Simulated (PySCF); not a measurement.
**C$_{7}$H$_{11}$ClO: full NMR table**

| Quantity | Value |
| --- | --- |
| Formula | C7H11ClO |
| SMILES | O=C(Cl)C1CCCCC1 |
| InChI | InChI=1S/C7H11ClO/c8-7(9)6-4-2-1-3-5-6/h6H,1-5H2 |
| Point group of the computed structure | C1 |
| Degrees of unsaturation | 2 |
| Carbon signals | 5 |
| Proton signals | 7 |

Molfile (atoms numbered from 1):
```
C7H11ClO
     RDKit          3D

 20 20  0  0  0  0  0  0  0  0999 V2000
    1.9152   -1.6150    1.0305 O   0  0  0  0  0  0  0  0  0  0  0  0
    1.9681   -0.5619    0.4951 C   0  0  0  0  0  0  0  0  0  0  0  0
    3.2559    0.6098    0.9663 Cl  0  0  0  0  0  0  0  0  0  0  0  0
    1.0896   -0.0464   -0.6221 C   0  0  0  0  0  0  0  0  0  0  0  0
    0.4551    1.3148   -0.3044 C   0  0  0  0  0  0  0  0  0  0  0  0
   -0.6163    1.2004    0.7730 C   0  0  0  0  0  0  0  0  0  0  0  0
   -1.6861    0.1831    0.3893 C   0  0  0  0  0  0  0  0  0  0  0  0
   -1.0770   -1.1785    0.0702 C   0  0  0  0  0  0  0  0  0  0  0  0
    0.0199   -1.0791   -0.9868 C   0  0  0  0  0  0  0  0  0  0  0  0
    1.7888    0.0888   -1.4671 H   0  0  0  0  0  0  0  0  0  0  0  0
    1.2341    2.0359   -0.0185 H   0  0  0  0  0  0  0  0  0  0  0  0
    0.0006    1.6892   -1.2374 H   0  0  0  0  0  0  0  0  0  0  0  0
   -0.1463    0.9040    1.7287 H   0  0  0  0  0  0  0  0  0  0  0  0
   -1.0699    2.1885    0.9506 H   0  0  0  0  0  0  0  0  0  0  0  0
   -2.2358    0.5561   -0.4943 H   0  0  0  0  0  0  0  0  0  0  0  0
   -2.4291    0.0869    1.1970 H   0  0  0  0  0  0  0  0  0  0  0  0
   -0.6533   -1.6185    0.9879 H   0  0  0  0  0  0  0  0  0  0  0  0
   -1.8572   -1.8759   -0.2742 H   0  0  0  0  0  0  0  0  0  0  0  0
    0.4860   -2.0620   -1.1521 H   0  0  0  0  0  0  0  0  0  0  0  0
   -0.4221   -0.7680   -1.9488 H   0  0  0  0  0  0  0  0  0  0  0  0
  1  2  2  0
  2  3  1  0
  2  4  1  0
  4  5  1  0
  5  6  1  0
  6  7  1  0
  7  8  1  0
  8  9  1  0
  9  4  1  0
  4 10  1  0
  5 11  1  0
  5 12  1  0
  6 13  1  0
  6 14  1  0
  7 15  1  0
  7 16  1  0
  8 17  1  0
  8 18  1  0
  9 19  1  0
  9 20  1  0
M  END
```

Theory: coordinates at the PBE0-D3(BJ)/def2-SVP level, GIAO PBE0/pcSseg-1 shieldings, in PySCF 2.14.0 with density-fitted response routines (in vacuum, equivalent nuclei averaged, non-relativistic, single conformer).

Chemical shifts δ = σref − σ; 1H (31.27 ppm) and 13C (184.41 ppm) against TMS; 17O (334.56 ppm) vs H2O, all at this level.

```tsv
carbon	δC, type	δH (multiplicity)	HMBC from (2–3 bonds)	span of the C tensor (ppm)
C2	186.6, C	–	H10, H11/H19, H12/H20	184
C4	53.6, CH	2.52 (m)	H11/H19, H13/H17, H14/H18, H12/H20	51
C5/C9	30.7, CH2	H11 2.26 (m); H12 1.29 (m)	H10, H11/H19, H16, H13/H17, H14/H18, H12/H20, H15	15
C6/C8	24.1, CH2	H13 1.40 (m); H14 1.37 (m)	H10, H11/H19, H16, H13/H17, H14/H18, H12/H20, H15	10
C7	27.9, CH2	H15 1.12 (m); H16 1.59 (m)	H11/H19, H13/H17, H14/H18, H12/H20	7
```

Other nuclei:
```json
{"atoms": "O1", "nucleus": "17O", "environment": "carbonyl oxygen", "δ (ppm)": "595.6", "σ (ppm)": "-261.0"}
```

- Carbon types of the structure: 1 × C, 1 × CH, 5 × CH2, which accounts for all hydrogens.
- δC 186.6: carbonyl carbon.
- δC 53.6: sp3 CH α to a carbonyl; α to the electron-withdrawing carbonyl group.
- δC 30.7, 27.9, 24.1: sp3 CH2 in a ring; a saturated carbon with 2 carbon neighbours and no heteroatom attached.
- δH 2.52: hydrogen on an sp3 CH α to a carbonyl; α to C=O.
- δH 2.26, 1.59, 1.40, 1.37, 1.29, 1.12: hydrogen on an sp3 CH2 in a ring.

Carbons that carry Cl, above all several Cl atoms, come out too deshielded, partly because spin–orbit coupling is missing. Shifts are as computed. Against solution values, carbons near 30 ppm lie about +2 ppm off and those near 130 ppm about +5 ppm; carbons on Cl a further +5 ppm. Of 1211 compounds with measured shifts, 218 miss one by over three times the rms of a fit or turn the order of signals round; such compounds aren't used in these exercises. Unscaled 17O shifts of doubly bonded oxygen tend to come out too high, by tens of ppm or more. Experimental scales use liquid or dissolved standards, which lie at an offset from isolated H2O (liquid H2O: subtract about 36 ppm). No couplings were computed; multiplicities are counted from neighbouring protons, with m where these are inequivalent, close in shift, in a saturated or five-membered ring or joined by F or P, and br s for small geminal =CH2 splittings.
